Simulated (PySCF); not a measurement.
m-xylene, C8H10.
Bonds: C1–C2, C2–C3 (aromatic), C3–C4 (aromatic), C4–C5 (aromatic), C5–C6 (aromatic), C6–C7, C6–C8 (aromatic), C2–C8 (aromatic). Hydrogens: H9, H10, H11 on C1; H12 on C3; H13 on C4; H14 on C5; H15, H16, H17 on C7; H18 on C8.

Method used: PBE0-D3(BJ)/def2-SVP geometry optimisation, gas phase (PySCF 2.14.0).

What internal coordinates does the optimisation give?

| bond | length (pm) | order |
| --- | --- | --- |
| C1–C2, C6–C7 | 150.2 | single |
| C2–C3, C5–C6 | 139.9 | aromatic |
| C3–C4, C4–C5 | 139.3 | aromatic |
| C2–C8, C6–C8 | 139.9 | aromatic |
| C1–H9 and 5 like bonds | 110.1 | single |
| C3–H12, C5–H14 | 109.4 | single |
| C4–H13 | 109.3 | single |
| C8–H18 | 109.5 | single |

Bonds in one row agree within 1 pm and their mean is given. Orders are formal, as drawn. A selection of angles:
| angle | degrees |
| --- | --- |
| C2–C1–H9 | 111.5 |
| H9–C1–H10 | 107.2 |
| C1–C2–C3 | 120.9 |
| C1–C2–C8 | 120.8 |
| C3–C2–C8 | 118.3 |
| C2–C3–C4 | 120.5 |
| C2–C3–H12 | 119.6 |
| C4–C3–H12 | 119.9 |
| C3–C4–C5 | 120.3 |
| C3–C4–H13 | 119.8 |
| C4–C5–C6 | 120.5 |
| C6–C8–H18 | 119.0 |
| C2–C8–C6 | 122.1 |

Of the pairs four or more bonds apart, H14···H17 is among the closest relative to their van der Waals radii: 2.48 Å, 103 % of the sum of Bondi's values. The 6-membered ring C2–C3–C4–C5–C6–C8 has internal angles of 118.3° to 122.1°; it is planar, 0.00 Å rms from its mean plane, widest ring torsion 0°. The 8 heavy atoms lie in one plane (0.011 Å rms). The 8 C–C bonds span 1.393 Å (C3–C4, aromatic) to 1.502 Å (C6–C7, drawn single), a spread of 0.109 Å.

Point group: C2 (tolerance 0.08 Å). PBE0-D3(BJ)/def2-SVP frequencies: not computed here.
